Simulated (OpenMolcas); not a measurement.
Ti2+.

```yaml
Program: OpenMolcas 26.06
Basis: ANO-RCC-VQZP [7s6p4d3f2g1h]
Scalar_Hamiltonian: DKH4, point nucleus
Active_space: 2 electrons in 10 orbitals (3d 4d)
State_averaging: 2S+1 = 3 even, 10 roots; 2S+1 = 1 even, 15 roots
Spin-orbit_coupling: RASSI with atomic mean-field integrals over the reference wave functions, term energies averaged over their components
```

Two sets of levels on these reference wave functions, in cm⁻¹ above 3d² ³F₂: one from CASSCF and one from SS-CASPT2, IPEA 0.25 Eh, imaginary shift 0.1 Eh (closed shells correlated: 3s 3p).

| Level | Set 1 | Set 2 |
| --- | --- | --- |
| 3d² ³F₂ | 0.0 | 0.0 |
| 3d² ³F₃ | 197 | 198 |
| 3d² ³F₄ | 454 | 455 |
| 3d² ¹D₂ | 10860 | 8050 |
| 3d² ³P₀ | 13060 | 10990 |
| 3d² ³P₁ | 13130 | 11060 |
| 3d² ³P₂ | 13270 | 11200 |
| 3d² ¹G₄ | 16730 | 14540 |
| 3d² ¹S₀ | 39580 | 32390 |

Problem. Which set is which?

Solution. Set 2 is SS-CASPT2. Its levels of the other terms of 3d² lie at 0.74 to 0.87 of the other set's values, as expected, since terms of lower spin or lower L gain more correlation energy than the Hund ground term. Against 8 measured levels (Corliss and Sugar, J. Phys. Chem. Ref. Data 8, 1 (1979)) the mean absolute deviation is 260 cm-1 with it and 2400 cm-1 without; single levels miss by up to 480 cm-1 with it.

Term energies are means over components that CASPT2 splits; among the terms shown or strongly mixed into the levels shown the widest spread is 720 cm-1 (3d² ¹G, SS-CASPT2). Active for correlation alone: 4d; no level in the range computed is led by a configuration that fills it, so any true level of that kind is missing. Without dynamic correlation excited terms often stand tens of per cent too high (terms of higher spin than the ground term too low), and those without a measured partner can miss by more than the paired ones (holds for CASSCF). Measured partners are found by configuration, term and J. A level has none where our copy of the source lacks it or the pairing is in doubt (some pairs that miss far off the trend of their configuration count as doubtful), and it then counts in no deviation. Only configurations of the active space appear.
